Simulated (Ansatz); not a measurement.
Reaction (cleavage of the B–Si bond): `CO[SiH2]B(O)F` + `C=N` → `C=NB(O)F` + `CO[SiH3]`

Computed with Ansatz on PBE0-D4/def2-TZVP structures; ΔE is electronic, products minus reactants. CCSD(T)/CBS adds triple-zeta CCSD(T) − MP2 to the extrapolated MP2 energy (def2 sets, frozen cores). This one scheme is used for every species. Functionals use def2-TZVPP. B3LYP here is the variant with VWN-RPA as its local correlation; programs differ in this. Each species was taken in one conformer, which may not be the lowest.

`CO[SiH2]B(O)F`:

Z-matrix (Å, degrees):
```
C
O 1 1.410
H 1 1.091 2 108.5
H 1 1.096 2 111.3 3 -119.4
H 1 1.096 2 111.2 3 119.4
Si 2 1.659 1 123.2 3 179.4
B 6 2.029 2 100.2 1 -180.0
H 6 1.493 2 110.4 1 59.0
H 6 1.493 2 110.4 1 -58.9
O 7 1.347 6 118.7 2 -0.1
F 7 1.327 6 124.0 2 179.9
H 10 0.964 7 111.3 6 0.0
```

`C=N`:

Cartesian coordinates in Å:
```
C 0.296 0.054 -0.248
N -0.450 0.417 0.701
H 0.211 -0.898 -0.785
H 1.094 0.724 -0.576
H -1.150 -0.297 0.908
```

`C=NB(O)F`:

Cartesian coordinates in Å:
```
C -1.143 -0.764 0.504
N -0.173 -0.587 -0.266
B 1.005 0.216 -0.216
O 1.112 1.421 -0.830
F 2.099 -0.265 0.368
H -1.940 -1.465 0.237
H -1.261 -0.251 1.468
H 0.302 1.696 -1.265
```

`CO[SiH3]`:

```xyz
9

C     0.016   -0.744   -1.140
O     0.479   -0.611    0.183
Si    0.048    0.650    1.143
H    -1.078   -0.817   -1.178
H     0.438   -1.658   -1.560
H     0.329    0.102   -1.763
H     0.723    0.437    2.444
H    -1.430    0.696    1.328
H     0.475    1.946    0.544
```

(1) Is it downhill or uphill in electronic energy at CCSD(T)/CBS, and by how much? (Best estimate.)

(2) What do these levels give: PBE-D4, B3LYP-D4, ωB97X-V, PBE, r2SCAN, PBE0, SCS-MP2/def2-TZVPP, CCSD/def2-TZVPP, SCS-MP2/def2-QZVPP, HF/CBS(def2), MP2/CBS(def2), CCSD/CBS(def2)? (Estimate.)

Largest T1 diagnostic among the species: 0.013.

Answers

(1) Computed: Downhill: ΔE = -72.6 kJ/mol.

(2) Ansatz gave: PBE-D4 -65.5, B3LYP-D4 -77.9, ωB97X-V -71.9, PBE -66.8, r2SCAN -77.0, PBE0 -72.4, SCS-MP2/def2-TZVPP -80.0, CCSD/def2-TZVPP -75.6, SCS-MP2/def2-QZVPP -80.2, HF/CBS(def2) -96.2, MP2/CBS(def2) -79.2, CCSD/CBS(def2) -75.4 kJ/mol.

From PBE to PBE0 (25 % exact exchange), in def2-TZVPP and without D4, ΔE moves by −5.7 kJ/mol. In def2-TZVPP, CCSD(T) changes the Hartree–Fock value by +22.5 kJ/mol (the triples alone add +2.8 kJ/mol) and MP2 by +15.9 kJ/mol.
